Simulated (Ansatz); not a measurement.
Molecule: sum formula YOF (charge 0, singlet). SMILES: [O]=[Y][F]
Geometry: optimised at B3LYP-D3(BJ)/def2-TZVP (Ansatz, a program for electronic structure).

Property: vertical triplet-singlet gap (E(triplet) - E(singlet); each state is the SCF solution reached for its spin), in kcal/mol. Correlated levels leave the core frozen unless marked. UHF or UKS for open shells. Spin-orbit coupling is left out. Frozen are the shells of the preceding noble gas and the d and f shells that filled before the atom's block. In def2 rows, elements after Kr have scalar-relativistic effective core potentials. CBS marks a two-point X^-3 extrapolation of the correlation energy; Hartree-Fock from the larger set. The bracket is a focal-point correction in the basis named.

```
level              program  vertical triplet-singlet gap (kcal/mol)
-----------------  -------  ---------------------------------------
SVWN5/def2-TZVPD    Ansatz                                     69.5
r2SCAN/def2-TZVPD   Ansatz                                     60.1
```

### Question
Estimate the value at RI-MP2/CBS(def2-TZVPPD,def2-QZVPPD)+[CCSD(T)-MP2]/def2-TZVPPD as computed with Ansatz.

### Answer
66.3 kcal/mol
